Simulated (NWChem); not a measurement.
System: BH$_{2}$S$_{2}$F; SMILES FB(S)S

Here is an NWChem input.

```
start job
memory heap 200 mb stack 900 mb global 1100 mb
geometry units angstroms noautosym nocenter noautoz
  B      0.000000     0.000000    -0.368708
  F      0.000000     0.000000    -1.695823
  S      1.630443     0.000000     0.420044
  H      1.204542     0.000000     1.698672
  S     -1.630443     0.000000     0.420044
  H     -1.204542     0.000000     1.698672
end
basis spherical
  B library def2-svp
  F library def2-svp
  S library def2-svp
  H library def2-svp
end
dft
  xc b3lyp
  iterations 150
  mulliken
end
task dft energy
esp
  recalculate
  probe 0.07
  range 0.3
  factor 1.0
  spacing 0.02
end
task esp
```

Parts of the log:

```
             Northwest Computational Chemistry Package (NWChem) 7.3.0
             --------------------------------------------------------

                             Geometry "geometry" -> ""
                             -------------------------

 Output coordinates in angstroms (scale by  1.889725989 to convert to a.u.)

  No.       Tag          Charge          X              Y              Z
 ---- ---------------- ---------- -------------- -------------- --------------
    1 B                    5.0000     0.00000000     0.00000000    -0.36870800
    2 F                    9.0000     0.00000000     0.00000000    -1.69582300
    3 S                   16.0000     1.63044300     0.00000000     0.42004400
    4 H                    1.0000     1.20454200     0.00000000     1.69867200
    5 S                   16.0000    -1.63044300     0.00000000     0.42004400
    6 H                    1.0000    -1.20454200     0.00000000     1.69867200

 Effective nuclear repulsion energy (a.u.)     186.3741407932

                                 NWChem DFT Module
                                 -----------------

 Summary of "ao basis" -> "ao basis" (spherical)
 ------------------------------------------------------------------------------
       Tag                 Description            Shells   Functions and Types
 ---------------- ------------------------------  ------  ---------------------
 B                          def2-svp                 6       14   3s2p1d
 F                          def2-svp                 6       14   3s2p1d
 S                          def2-svp                 8       18   4s3p1d
 H                          def2-svp                 3        5   2s1p

            General Information
            -------------------
          SCF calculation type: DFT
          Wavefunction type:  closed shell.
          No. of atoms     :     6
          No. of electrons :    48
           Alpha electrons :    24
            Beta electrons :    24
          Charge           :     0
          Spin multiplicity:     1
          Use of symmetry is: off; symmetry adaption is: off
          Maximum number of iterations: 150
          AO basis - number of functions:    74
                     number of shells:    34
          Convergence on energy requested:  1.00D-06
          Convergence on density requested:  1.00D-05
          Convergence on gradient requested:  5.00D-04

              XC Information
              --------------
                         B3LYP Method XC Potential
                     Hartree-Fock (Exact) Exchange  0.200
                        Slater Exchange Functional  0.800 local
                    Becke 1988 Exchange Functional  0.720 non-local
              Lee-Yang-Parr Correlation Functional  0.810
                  VWN I RPA Correlation Functional  0.190 local

             Grid Information
             ----------------
          Grid used for XC integration:  medium
          Radial quadrature: Mura-Knowles
          Angular quadrature: Lebedev.
          Tag              B.-S. Rad. Rad. Pts. Rad. Cut. Ang. Pts.
          ---              ---------- --------- --------- ---------
          B                   0.85       49           8.0       434
          F                   0.50       49          10.0       434
          S                   1.00       88           9.0       590
          H                   0.35       45           9.0       434
          Grid pruning is: on
          Number of quadrature shells:   364
          Spatial weights used:  Erf1

      Superposition of Atomic Density Guess
      -------------------------------------

 Sum of atomic energies:        -919.48970095

      Non-variational initial energy
      ------------------------------

 Total energy =    -920.695125
 1-e energy   =   -1642.199642
 2-e energy   =     535.130376
 HOMO         =      -0.312481
 LUMO         =       0.059008

     ---------------------------------------------
      Total Density - Mulliken Population Analysis
     ---------------------------------------------

    Atom       Charge   Shell Charges
 -----------   ------   -------------------------------------------------------
    1 B    5     4.39   1.99  0.81  0.13  1.06  0.26  0.14
    2 F    9     9.37   1.99  1.15  0.72  3.51  1.99  0.00
    3 S   16    16.33   2.00  1.99  1.19  0.61  5.94  1.82  2.74  0.03
    4 H    1     0.79   0.58  0.19  0.03
    5 S   16    16.33   2.00  1.99  1.19  0.61  5.94  1.82  2.74  0.03
    6 H    1     0.79   0.58  0.19  0.03

   convergence    iter        energy       DeltaE   RMS-Dens  Diis-err
 ---------------- ----- ----------------- --------- --------- ---------
 d= 0,ls=0.0,diis     1   -921.9968879649 -1.11D+03  1.74D-02  6.75D-01
 d= 0,ls=0.0,diis     2   -921.9723070415  2.46D-02  9.30D-03  1.12D+00
 d= 0,ls=0.0,diis     3   -922.0825854287 -1.10D-01  1.83D-03  3.77D-02
 d= 0,ls=0.0,diis     4   -922.0851439576 -2.56D-03  7.70D-04  4.56D-03
 d= 0,ls=0.0,diis     5   -922.0856989080 -5.55D-04  2.23D-04  2.60D-04
  Resetting Diis
 d= 0,ls=0.0,diis     6   -922.0857365017 -3.76D-05  5.22D-05  1.63D-05
 d= 0,ls=0.0,diis     7   -922.0857390146 -2.51D-06  2.28D-05  7.46D-07
 d= 0,ls=0.0,diis     8   -922.0857389747  3.99D-08  1.20D-05  9.41D-07
 d= 0,ls=0.0,diis     9   -922.0857391266 -1.52D-07  1.66D-06  1.80D-08

         Total DFT energy =     -922.085739126619
      One electron energy =    -1644.400083678514
           Coulomb energy =      602.661721260566
    Exchange-Corr. energy =      -66.721517501823
 Nuclear repulsion energy =      186.374140793152

 Numeric. integr. density =       47.999997849971

                       DFT Final Molecular Orbital Analysis
                       ------------------------------------

 Vector   22  Occ=2.000000D+00  E=-3.220087D-01
              MO Center= -6.8D-08,  3.1D-09,  2.4D-01, r^2= 4.4D+00
   Bfn.  Coefficient  Atom+Function         Bfn.  Coefficient  Atom+Function
  ----- ------------  ---------------      ----- ------------  ---------------
    39      0.379623  3 S  px                62      0.379623  5 S  px
    36      0.306945  3 S  px                59      0.306945  5 S  px
     4      0.278029  1 B  px                33      0.175448  3 S  px
    56      0.175448  5 S  px                18     -0.171967  2 F  px
    21      0.115744  2 F  px                31      0.110662  3 S  s

 Vector   23  Occ=2.000000D+00  E=-3.069403D-01
              MO Center=  4.5D-08, -1.2D-08,  1.9D-01, r^2= 3.6D+00
   Bfn.  Coefficient  Atom+Function         Bfn.  Coefficient  Atom+Function
  ----- ------------  ---------------      ----- ------------  ---------------
    40      0.382914  3 S  py                63      0.382914  5 S  py
    37      0.289344  3 S  py                60      0.289344  5 S  py
    19      0.202765  2 F  py                 5     -0.193657  1 B  py
    34      0.164415  3 S  py                57      0.164415  5 S  py
    22     -0.155951  2 F  py                 8      0.101904  1 B  py

 Vector   24  Occ=2.000000D+00  E=-2.700653D-01
              MO Center= -4.2D-08, -4.3D-09,  4.2D-01, r^2= 4.0D+00
   Bfn.  Coefficient  Atom+Function         Bfn.  Coefficient  Atom+Function
  ----- ------------  ---------------      ----- ------------  ---------------
    40      0.470711  3 S  py                63     -0.470711  5 S  py
    37      0.332423  3 S  py                60     -0.332423  5 S  py
    34      0.188532  3 S  py                57     -0.188532  5 S  py
    10      0.034718  1 B  d -2

 Vector   25  Occ=0.000000D+00  E=-1.663704D-02
              MO Center=  2.5D-08,  2.6D-09,  1.1D+00, r^2= 4.5D+00
   Bfn.  Coefficient  Atom+Function         Bfn.  Coefficient  Atom+Function
  ----- ------------  ---------------      ----- ------------  ---------------
    48      0.792511  4 H  s                 71      0.792511  6 H  s
    41     -0.564807  3 S  pz                64     -0.564807  5 S  pz
    32     -0.375182  3 S  s                 55     -0.375182  5 S  s
     9     -0.286336  1 B  pz                 2     -0.208881  1 B  s
    47      0.197485  4 H  s                 70      0.197485  6 H  s

 Vector   26  Occ=0.000000D+00  E=-6.367257D-03
              MO Center= -1.4D-09, -2.9D-09, -2.0D-01, r^2= 2.8D+00
   Bfn.  Coefficient  Atom+Function         Bfn.  Coefficient  Atom+Function
  ----- ------------  ---------------      ----- ------------  ---------------
     5      0.627513  1 B  py                 8     -0.575974  1 B  py
    40      0.380389  3 S  py                63      0.380389  5 S  py
    19     -0.237170  2 F  py                22      0.230615  2 F  py
    37      0.171210  3 S  py                60      0.171210  5 S  py
    34      0.097081  3 S  py                57      0.097081  5 S  py

 Vector   27  Occ=0.000000D+00  E= 5.317062D-02
              MO Center= -2.3D-08, -6.1D-10,  1.2D+00, r^2= 4.8D+00
   Bfn.  Coefficient  Atom+Function         Bfn.  Coefficient  Atom+Function
  ----- ------------  ---------------      ----- ------------  ---------------
    48      1.044769  4 H  s                 71     -1.044769  6 H  s
    32     -0.886248  3 S  s                 55      0.886248  5 S  s
    41     -0.539884  3 S  pz                64      0.539884  5 S  pz
     7      0.499411  1 B  px                39      0.273782  3 S  px
    62      0.273782  5 S  px                47      0.263907  4 H  s

     ---------------------------------------------
      Total Density - Mulliken Population Analysis
     ---------------------------------------------

    Atom       Charge   Shell Charges
 -----------   ------   -------------------------------------------------------
    1 B    5     4.94   1.99  0.82  0.07  1.55  0.35  0.17
    2 F    9     9.08   1.99  1.14  0.72  3.37  1.86  0.01
    3 S   16    16.05   2.00  1.98  1.26  0.55  5.93  1.85  2.43  0.05
    4 H    1     0.94   0.72  0.19  0.03
    5 S   16    16.05   2.00  1.98  1.26  0.55  5.93  1.85  2.43  0.05
    6 H    1     0.94   0.72  0.19  0.03

     -------------------------------------------
      Total Density - Lowdin Population Analysis
     -------------------------------------------

    Atom       Charge   Shell Charges
 -----------   ------   -------------------------------------------------------
    1 B    5     5.47   1.96  0.57  0.28  1.43  0.85  0.39
    2 F    9     8.96   1.98  0.98  0.70  3.22  2.08  0.01
    3 S   16    15.77   2.00  1.95  0.95  0.62  5.81  1.91  2.46  0.07
    4 H    1     1.01   0.63  0.31  0.08
    5 S   16    15.77   2.00  1.95  0.95  0.62  5.81  1.91  2.46  0.07
    6 H    1     1.01   0.63  0.31  0.08

     Multipole analysis of the density
     ---------------------------------

     L   x y z        total         alpha         beta         nuclear
     -   - - -        -----         -----         ----         -------
     0   0 0 0     -0.000000    -24.000000    -24.000000     48.000000

     1   1 0 0     -0.000000     -0.000000     -0.000000      0.000000
     1   0 1 0     -0.000000     -0.000000     -0.000000      0.000000
     1   0 0 1      0.915061      0.709993      0.709993     -0.504925

     2   2 0 0    -29.676674   -171.909570   -171.909570    314.142467
     2   1 1 0     -0.000000     -0.000000     -0.000000      0.000000
     2   1 0 1      0.000000      0.000000      0.000000     -0.000000
     2   0 2 0    -28.521476    -14.260738    -14.260738      0.000000
     2   0 1 1      0.000000      0.000000      0.000000      0.000000
     2   0 0 2    -25.272453    -80.448996    -80.448996    135.625540

                     NWChem Electrostatic Potential Fit Module
                     -----------------------------------------

 Atom parameters

 Number of atoms is                                    6
 Number of basis functions is                         74

 Grid parameters

 Maximum number of grid points is                  29456
 Number of grid points is                          29455
 Grid range                                     0.300000 nm
 Grid spacing                                   0.020000 nm
 Probe radius                                   0.070000 nm
 Atom radius factor                             1.000000

 Atomic radii

    1    0.100000
    5    0.158000
    9    0.128000
   16    0.174000
 FASTESP  F
  using M.O. file = ./job.movecs

    Atom              Coordinates                           Charge

                                                  ESP

    1 B     0.000000    0.000000   -0.036871    0.329378
    2 F     0.000000    0.000000   -0.169582   -0.141660
    3 S     0.163044    0.000000    0.042004   -0.263330
    4 H     0.120454    0.000000    0.169867    0.169683
    5 S    -0.163044    0.000000    0.042004   -0.263711
    6 H    -0.120454    0.000000    0.169867    0.169641
                                            ------------
                                               -0.000000

 Dipole moment                                  0.895362

 Quadrupole moment Qxx                         -7.256270
                   Qyy                          2.479074
                   Qzz                          4.777195

 RMS deviation kJ/mol                           0.098718

 RRMS %                                        35.429973
```

Level: B3LYP/def2-SVP. Structure relaxed at the PBE0/def2-SVP level.
